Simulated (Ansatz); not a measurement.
Li₅H₆⁻. Total charge -1; triplet. Geometry r2SCAN-D4/def2-TZVP, that of the neutral doublet; atoms count from 1.

| atom | x (Å) | y (Å) | z (Å) |
| --- | --- | --- | --- |
| Li1 | 0.320 | 1.893 | -0.869 |
| Li2 | 0.318 | -0.398 | -1.824 |
| Li3 | -0.776 | 0.064 | 0.414 |
| Li4 | 1.359 | -2.573 | 0.598 |
| Li5 | 1.859 | 0.196 | 0.231 |
| H6 | 0.492 | 1.261 | 0.838 |
| H7 | -2.070 | -0.225 | 2.058 |
| H8 | 1.634 | 0.784 | -1.500 |
| H9 | 0.410 | -1.251 | -0.176 |
| H10 | -1.027 | 0.702 | -1.278 |
| H11 | -2.520 | -0.454 | 1.507 |

The highest occupied level of the charge -1 triplet lies above zero (up to 0.80 eV). By energy differences its removal costs 0.20 eV (vertical, to the charge 0 doublet, at PBE0-D4/def2-TZVPD); a positive level beside a positive removal energy at the same level points to self-interaction error. The structure comes from a short search, and lower isomers may exist.

Problem. Estimate the Mulliken populations from the PBE0/def2-TZVPD orbitals of Ansatz.

Solution. 
| atom | charge (e) | spin (α − β) |
| --- | --- | --- |
| Li1 | 0.66 | 0.06 |
| Li2 | 0.57 | 0.24 |
| Li3 | 0.43 | 0.09 |
| Li4 | -0.19 | 1.07 |
| Li5 | 0.43 | 0.45 |
| H6 | -0.67 | 0.01 |
| H7 | -0.04 | 0.01 |
| H8 | -0.72 | 0.01 |
| H9 | -0.76 | 0.03 |
| H10 | -0.68 | 0.02 |
| H11 | -0.03 | 0.01 |
Mulliken values and Mayer orders depend strongly on the basis. With diffuse functions, as here, like atoms can get unlike values, and bond orders can come out too low or too high.

Problem. Where does the spin sit?

Solution. Summed by element: Li 1.91, H 0.09, of 2 unpaired in all. Largest on single atoms: Li4 1.07, Li5 0.45, Li2 0.24.

Problem. And the Mayer bond orders between bonded heavy atoms (over 0.3)?

Solution. Li2–Li5 0.37 (2.64 Å); Li4–Li5 0.71 (2.84 Å).
